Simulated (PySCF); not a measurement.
Polarisability and C₆ of Ga²⁺ (gallium, charge +2)

[Ar] 3d10 4s1, 2S determinant. Computed with PySCF 2.14 in aug-cc-pVQZ-PP with ECP10MDF (7s6p5d3f2g, 89 functions), with scalar relativity through the core potential. Coupled (time-dependent) response in atomic units; α is the mean over directions.

```tsv
method	mean α (bohr³)	C₆ (like pair)	S(−4)
LC-wPBE	10.27	30.46	91.30
BLYP	8.892	25.57	64.88
```

S(−4) is the Cauchy moment in α(ω) = α(0) + S(−4) ω² + …

α(iu) at LC-wPBE:

```
u (hartree)  α(iu) (bohr³)
          0          10.27
     0.0500          10.05
      0.100          9.439
      0.200          7.670
      0.300          5.964
      0.500          3.742
      0.750          2.409
       1.00          1.741
       1.50          1.091
       2.00         0.7716
       3.00         0.4525
       5.00         0.2081
```

A single London oscillator, α(iu) = α/(1 + u²/ω²), gives C₆ = (3/4) ω α². Matching the computed C₆ needs ω = 4 × 30.46 / (3 × 10.27²) = 0.385 hartree.

For an ion, C₆ is the dispersion term alone; charge-induced terms of lower order in 1/R come first.

Energies and moments cover only the electrons outside the core potential.
